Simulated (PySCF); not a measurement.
Species: C6H4ClN3.
Atom-mapped SMILES: `[Cl:1][c:2]1[cH:3][cH:4][cH:5][c:6]2[cH:7][n:8][n:9][n:10]12`

Structure used (GFN2-xTB), in Å, numbered top down from 1:
```xyz
14
C6H4ClN3 angstrom
Cl    -0.7141    3.0998   -0.0036
C     -0.6578    1.3899   -0.0248
C     -1.7577    0.5902   -0.1111
C     -1.6156   -0.8153   -0.1204
C     -0.3803   -1.3896   -0.0459
C      0.7455   -0.5565    0.0403
C      2.1307   -0.6877    0.1298
N      2.6672    0.5302    0.1829
N      1.7519    1.4304    0.1356
N      0.5735    0.8225    0.0494
H     -2.7341    1.0392   -0.1708
H     -2.5024   -1.4242   -0.1884
H     -0.2399   -2.4579   -0.0509
H      2.7324   -1.5715    0.1557
```

Probes without a nucleus sit at each ring's centroid and 1 Å off its mean plane on both sides; NICS is minus the shielding there, NICSzz its component along the normal. Level: GIAO PBE0/pcSseg-1 (PySCF, non-relativistic, gas phase) on the GFN2-xTB geometry, one conformer.

Ring bond lengths (Å), with Mayer bond orders in brackets: C2–C3 1.363 (1.45), C3–C4 1.413 (1.27), C4–C5 1.364 (1.57), C5–C6 1.403 (1.18), C6–N10 1.390 (0.93), N10–C2 1.358 (1.02); C6–C7 1.394 (1.31), C7–N8 1.332 (1.42), N8–N9 1.285 (1.43), N9–N10 1.329 (1.13), N10–C6 1.390 (0.93).

Task: What do the NICS probes read (ppm)?

Result: 
| ring | type | NICS(0) | NICS(1), two faces | NICS(1)zz, two faces | rms pucker (Å) | centre to ring atoms, mean (Å) |
| --- | --- | --- | --- | --- | --- | --- |
| C2–C3–C4–C5–C6–N10 | 6-membered ring with N; formal bonds all aromatic | -8.0 | -9.3 / -9.3 | -21.8 / -21.8 | 0.00 | 1.38 |
| C6–C7–N8–N9–N10 | 5-membered ring with 3 N; formal bonds all aromatic | -15.8 | -15.8 / -15.8 | -40.7 / -40.7 | 0.00 | 1.14 |

Task: What do they say, and how far can they be read as aromaticity?

Result: 
- C2–C3–C4–C5–C6–N10: mean NICS(1)zz -21.8 ppm, shielded. The ring is flat and has no four-coordinate atom; by the NICS criterion it is aromatic, though in fused rings the probe also feels the neighbouring ring.
- C6–C7–N8–N9–N10: mean NICS(1)zz -40.7 ppm, shielded, aromatic by this magnetic criterion (flat ring, no four-coordinate atom), though in fused rings the probe also feels the neighbouring ring.

Task: What does the geometric index give? Use HOMA with the parameters of Krygowski (1993).

Result: 
- C2–C3–C4–C5–C6–N10: HOMA 0.85; the largest term is that of C6–N10, α(R − Ropt)² = 0.29. The geometric and the magnetic index point the same way.
- C6–C7–N8–N9–N10: HOMA 0.91; the largest term is that of N10–C6, α(R − Ropt)² = 0.29. The geometric and the magnetic index point the same way.

Task: Give the inner angles of the rings and the Hirshfeld charges of the ring atoms.

Result: 
- C2–C3–C4–C5–C6–N10: C2 119.4° (+0.072 e), C3 120.2° (-0.066 e), C4 120.6° (-0.042 e), C5 118.7° (-0.045 e), C6 119.4° (+0.027 e), N10 121.8° (+0.050 e); sum 720.0° against 720° for a flat convex ring.
- C6–C7–N8–N9–N10: C6 102.5° (+0.027 e), C7 108.5° (-0.046 e), N8 110.6° (-0.126 e), N9 108.3° (-0.097 e), N10 110.2° (+0.050 e); sum 540.0° against 540° for a flat convex ring.

Task: How shielded are the nuclei of the rings and their hydrogens (means over atoms taken as equivalent)?

Result: 
| atoms | environment | σ isotropic (ppm) |
| --- | --- | --- |
| C2 | aromatic C–Cl carbon | 48.1 |
| C3 | aromatic CH carbon | 67.7 |
| C4 | aromatic CH carbon | 57.6 |
| C5 | aromatic CH carbon | 65.4 |
| C6 | ring-fusion aromatic carbon | 44.0 |
| C7 | aromatic CH next to a ring nitrogen | 56.5 |
| N8 | pyridine-type nitrogen | -127.8 |
| N9 | pyridine-type nitrogen | -105.3 |
| N10 | pyrrole-type nitrogen | -15.6 |
| H11 | aromatic hydrogen | 24.51 |
| H12 | aromatic hydrogen | 24.32 |
| H13 | aromatic hydrogen | 23.80 |
| H14 | aromatic hydrogen | 23.44 |
